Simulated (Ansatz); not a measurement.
Reactions of H9NSi2Sn, SMILES `N[SiH]([SiH3])[SnH3]`.

Computed with Ansatz on PBE0-D4/def2-TZVP structures; ΔE is electronic, products minus reactants. CCSD(T)/CBS is the MP2 limit (def2-TZVPP, def2-QZVPP) plus CCSD(T) − MP2 in def2-TZVPP, frozen cores. This one scheme is used for every species, atoms too. Open shells (•) are unrestricted, without spin–orbit coupling. Spin–orbit coupling would lower the free atoms: a little for Si; strongly for Sn. def2 core potentials past Kr. Bonds to Sn are less sure, by a few kJ/mol each and by 10 to 20 or more in all where they break to atoms, as the def2 sets lack core-valence functions. One conformer a species, not always the lowest.

(1) Order these by ΔE at CCSD(T)/CBS, lowest first. (Best estimate.)
A. `N[SiH]([SiH3])[SnH3]` + CH₃NH₂ → `C[NH][SnH3]` + `N[SiH2][SiH3]`
B. `N[SiH]([SiH3])[SnH3]` + H₂S → `N[SiH]([SiH3])S` + `[SnH4]`
C. `N[SiH]([SiH3])[SnH3]` + `BO` → `BO[SiH](N)[SiH3]` + `[SnH4]`
D. `N[SiH]([SiH3])[SnH3]` → 9 H• + N• + 2 Si• + Sn•
E. `N[SiH]([SiH3])[SnH3]` + H₂ → `[SiH3][SiH2][SnH3]` + NH₃

Largest T1 diagnostic: 0.014, for `BO`.

Answers

(1) C (-71.2 kJ/mol), B (-36.1 kJ/mol), E (+8.7 kJ/mol), A (+40.2 kJ/mol), D (+3709.3 kJ/mol).
